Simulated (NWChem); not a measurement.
SiN2H6O; SMILES N[SiH](N)O

```xyz
10

Si    -0.0101    -0.0273    -0.3170
N      0.5728    -1.5530     0.2270
N      0.9452     1.3233     0.1760
O     -1.5409     0.2491     0.2931
H     -0.0060    -0.1069    -1.8065
H      0.2318    -2.3922    -0.2305
H      0.6900    -1.7184     1.2214
H      1.9078     1.3982    -0.1343
H      0.8468     1.6754     1.1221
H     -1.9095     1.1120     0.0806
```
Atoms are numbered in this order, from 1.

Level: PBE0/def2-SVP (NWChem), optimised geometry, unscaled harmonic frequencies. 

**Question.** List the harmonic frequencies with IR intensities, and the thermochemistry.

**Answer.** 
```json
[
 {"frequency (cm⁻¹)": "99", "IR intensity (km/mol)": "4.0"},
 {"frequency (cm⁻¹)": "169", "IR intensity (km/mol)": "3.2"},
 {"frequency (cm⁻¹)": "267", "IR intensity (km/mol)": "64.4"},
 {"frequency (cm⁻¹)": "291", "IR intensity (km/mol)": "27.3"},
 {"frequency (cm⁻¹)": "324", "IR intensity (km/mol)": "19.6"},
 {"frequency (cm⁻¹)": "389", "IR intensity (km/mol)": "157.2"},
 {"frequency (cm⁻¹)": "437", "IR intensity (km/mol)": "144.2"},
 {"frequency (cm⁻¹)": "458", "IR intensity (km/mol)": "207.7"},
 {"frequency (cm⁻¹)": "721", "IR intensity (km/mol)": "18.4"},
 {"frequency (cm⁻¹)": "757", "IR intensity (km/mol)": "5.3"},
 {"frequency (cm⁻¹)": "796", "IR intensity (km/mol)": "112.1"},
 {"frequency (cm⁻¹)": "841", "IR intensity (km/mol)": "97.4"},
 {"frequency (cm⁻¹)": "865", "IR intensity (km/mol)": "58.3"},
 {"frequency (cm⁻¹)": "897", "IR intensity (km/mol)": "39.2"},
 {"frequency (cm⁻¹)": "941", "IR intensity (km/mol)": "261.4"},
 {"frequency (cm⁻¹)": "974", "IR intensity (km/mol)": "241.4"},
 {"frequency (cm⁻¹)": "1540", "IR intensity (km/mol)": "42.2"},
 {"frequency (cm⁻¹)": "1544", "IR intensity (km/mol)": "64.6"},
 {"frequency (cm⁻¹)": "2243", "IR intensity (km/mol)": "173.5"},
 {"frequency (cm⁻¹)": "3599", "IR intensity (km/mol)": "19.4"},
 {"frequency (cm⁻¹)": "3607", "IR intensity (km/mol)": "22.5"},
 {"frequency (cm⁻¹)": "3698", "IR intensity (km/mol)": "25.7"},
 {"frequency (cm⁻¹)": "3706", "IR intensity (km/mol)": "28.1"},
 {"frequency (cm⁻¹)": "3921", "IR intensity (km/mol)": "65.2"}
]
```

| Item | Value |
|---|---|
| zero-point energy | 47.3 kcal/mol |
| thermal correction to the enthalpy at 298.15 K (with zero-point energy) | 52.2 kcal/mol |
| heat capacity Cv | 23.9 cal/(mol K) |
| entropy at 298.15 K and 1 atm (symmetry number 1) | 78.5 cal/(mol K) |
| dipole moment | 1.24 D |

Rigid rotor and harmonic oscillator; modes under 100 cm⁻¹ make the entropy uncertain.
